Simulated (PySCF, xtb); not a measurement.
BHN, SMILES [N]=B (connectivity only; charge and spin as stated), charge -1, multiplicity 1.

xtb 6.7.1 with GFN2-xTB at its own geometry gives an orbital gap of 6.05 eV.

Coordinates come from a B3LYP-D3(BJ)/def2-TZVPD optimisation. The multiplicity is an assumed one; other spin states were not compared. The isomer is the one that the SMILES or the coordinates give; other isomers of the formula were not compared.

Task: What does HF/def2-TZVPD (PySCF) give? (The exact figures need the calculation; the answer reports its results.)

Result: gap 8.11 eV (levels -3.12 and 5.00 eV).
